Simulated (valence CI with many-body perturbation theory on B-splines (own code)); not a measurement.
**Yb LXVI: calculated level list**

Level of theory: relativistic CI+MBPT: three valence electrons over a frozen Dirac-Fock core [He], a basis of 11 s, 11 p, 10 d, 8 f, 5 g, 2 h functions for each j, with the one-electron correlation potential Σ1, the two-electron term Σ2, the three-electron term Σ3, Breit, model QED; selected CI, second order for the rest, scaled by the run's own slope (own B-spline code, finite nucleus).

No measured spectrum was set against this ion. As an estimate, large intervals hold to a few tenths of a per cent, small ones and those within an open d or f shell to about a per cent.

Levels 136 to 165 of 165, with energies above the lowest level, (2s^2 2p1/2) J=1/2. "Leading %" is the weight of the configuration and term that name the level; weights of strongly mixed levels are sums over their largest components and can fall short. In the jj column 3d3/2^4 stands for four electrons in 3d with j = 3/2. Lifetimes count E1, E2, E3, M1 and M2 decay at the calculated energies, and are blank where another channel may lead or the interval is too uncertain; long ones can be off by a factor of two.

```tsv
No.	Configuration	Term	J	E (Ry)	Leading %	g	Lifetime	Leading jj
136	2s²4d	²D	5/2	941.94	98	1.193	1.80 fs	2s^2 4d5/2 (98 %)
137	2s²4f	²F°	5/2	942.86	98	0.849	3.58 fs	2s^2 4f5/2 (98 %)
138	2s²4f	²F°	7/2	944.21	98	1.136	3.69 fs	2s^2 4f7/2 (98 %)
139	2s2p4p	⁴P	3/2	949.16	30	1.363	7.30 fs	2s 2p1/2 4p3/2 (100 %)
140	2s2p4d	⁴F°	3/2	950.55	59	0.684	3.08 fs	2s 2p1/2 4d3/2 (100 %)
141	2s2p4p	²P	1/2	951.41	44	1.337	3.38 fs	2s 2p1/2 4p3/2 (98 %)
142	2s2p4p	⁴D	5/2	951.47	42	1.320	17.2 fs	2s 2p1/2 4p3/2 (100 %)
143	2s2p4p	²D	3/2	951.54	40	1.282	4.64 fs	2s 2p1/2 4p3/2 (100 %)
144	2s2p4d	⁴F°	5/2	952.72	47	1.011	4.67 fs	2s 2p1/2 4d3/2 (96 %)
145	2s2p4d	²P°	3/2	953.13	26	1.056	1.63 fs	2s 2p1/2 4d3/2 (99 %)
146	2s2p4d	⁴D°	1/2	953.21	53	0.445	1.23 fs	2s 2p1/2 4d3/2 (99 %)
147	2s2p4d	⁴P°	5/2	953.64	27	1.239	1.83 fs	2s 2p1/2 4d5/2 (96 %)
148	2s2p4f	⁴G	5/2	954.34	44	0.841	3.62 fs	2s 2p1/2 4f5/2 (100 %)
149	2s2p4f	⁴F	7/2	955.70	26	1.142	3.71 fs	2s 2p1/2 4f7/2 (100 %)
150	2s2p4d	²F°	7/2	955.83	40	1.227	1.80 fs	2s 2p1/2 4d5/2 (100 %)
151	2s2p4d	²F°	5/2	956.07	39	1.149	1.81 fs	2s 2p1/2 4d5/2 (99 %)
152	2s2p4d	²P°	3/2	956.14	38	1.126	1.83 fs	2s 2p1/2 4d5/2 (99 %)
153	2s2p4f	²G	7/2	956.64	39	0.984	3.64 fs	2s 2p1/2 4f5/2 (100 %)
154	2s2p4f	⁴G	5/2	956.70	31	0.914	3.61 fs	2s 2p1/2 4f5/2 (100 %)
155	2s2p4f	⁴F	3/2	956.71	48	0.664	3.59 fs	2s 2p1/2 4f5/2 (100 %)
156	2s2p4f	²G	9/2	957.99	41	1.175	3.72 fs	2s 2p1/2 4f7/2 (100 %)
157	2p²4s	⁴P	1/2	958.05	45	1.985	7.99 fs	2p1/2^2 4s (96 %)
158	2s2p4f	⁴D	7/2	958.07	31	1.138	3.72 fs	2s 2p1/2 4f7/2 (100 %)
159	2s2p4f	²D	5/2	958.09	40	1.081	3.71 fs	2s 2p1/2 4f7/2 (100 %)
160	2p²4p	²P°	1/2	959.97	46	0.654	4.11 fs	2p1/2^2 4p1/2 (97 %)
161	2p²4p	²P°	3/2	970.49	35	1.327	4.40 fs	2p1/2^2 4p3/2 (98 %)
162	2p²4d	²D	3/2	971.76	43	0.791	4.87 fs	2p1/2^2 4d3/2 (98 %)
163	2p²4d	²D	5/2	974.91	36	1.194	1.82 fs	2p1/2^2 4d5/2 (98 %)
164	2p²4f	²F°	5/2	975.43	41	0.849	3.66 fs	2p1/2^2 4f5/2 (98 %)
165	2p²4f	²F°	7/2	976.80	37	1.136	3.74 fs	2p1/2^2 4f7/2 (98 %)
```
